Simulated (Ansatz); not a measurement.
Geometry optimisation, RKS LDA/6-31G* in Ansatz 0.2.0.

Input:

```yaml
crystal:
  periodic: [false, false, false]
  atoms:
    - { symbol: Si, position_ang: [0.485568, 0.197075, -0.130397] }
    - { symbol: F, position_ang: [-0.924421, 0.411657, 2.263425] }
    - { symbol: O, position_ang: [1.494958, 0.03648, -1.438553] }
    - { symbol: H, position_ang: [1.744605, -0.884764, -1.639643] }
    - { symbol: H, position_ang: [-0.794483, 0.849026, -0.527304] }
    - { symbol: H, position_ang: [0.295798, -1.184983, 0.430108] }
    - { symbol: O, position_ang: [1.265732, 1.268664, 0.891851] }
    - { symbol: H, position_ang: [2.23638, 1.163096, 0.88403] }
    - { symbol: H, position_ang: [-0.205937, 0.96765, 2.495782] }
basis:
  gaussian: { orbitals: "6-31G*" }
hamiltonian:
  xc: lda
relax:
  f_tol: 0.03
  max_steps: 50
```

Run as:

```bash
$ ansatz run input.yaml --threads 1 --pin off --max-ram 2048MiB --backend cpu --events-out ev --progress --plain --runs-dir out
```

Question: Where does it end, and by what steps?

Answer: The forces met the threshold. After 7 steps the energy has fallen by 0.232 eV; H9 moved furthest, 0.47 Å.

```json
{"step": "0", "energy less start (eV)": "0.0000", "largest force component (eV/Å)": "0.692", "accepted": "yes"}
{"step": "1", "energy less start (eV)": "-0.1212", "largest force component (eV/Å)": "0.407", "accepted": "yes"}
{"step": "2", "energy less start (eV)": "-0.2077", "largest force component (eV/Å)": "0.577", "accepted": "yes"}
{"step": "3", "energy less start (eV)": "-0.2204", "largest force component (eV/Å)": "0.623", "accepted": "yes"}
{"step": "4", "energy less start (eV)": "-0.2190", "largest force component (eV/Å)": "0.482", "accepted": "no"}
{"step": "5", "energy less start (eV)": "-0.2295", "largest force component (eV/Å)": "0.204", "accepted": "yes"}
{"step": "6", "energy less start (eV)": "-0.2315", "largest force component (eV/Å)": "0.031", "accepted": "yes"}
{"step": "7", "energy less start (eV)": "-0.2319", "largest force component (eV/Å)": "0.028", "accepted": "yes"}
```

```xyz
9
Properties=species:S:1:pos:R:3
Si 0.397 0.168 -0.076
F -0.778 0.458 2.169
O 1.471 0.080 -1.341
H 1.765 -0.824 -1.559
H -0.852 0.844 -0.519
H 0.227 -1.233 0.431
O 1.157 1.212 1.019
H 2.134 1.187 0.981
H 0.075 0.931 2.125
```

Whether the end is a true minimum wasn't checked by a vibrational analysis.

Time of the run: 4.7 s on 1 thread of AMD EPYC 9R45 96-Core Processor (Zen 5), on a shared host, peak memory 0.15 GiB.
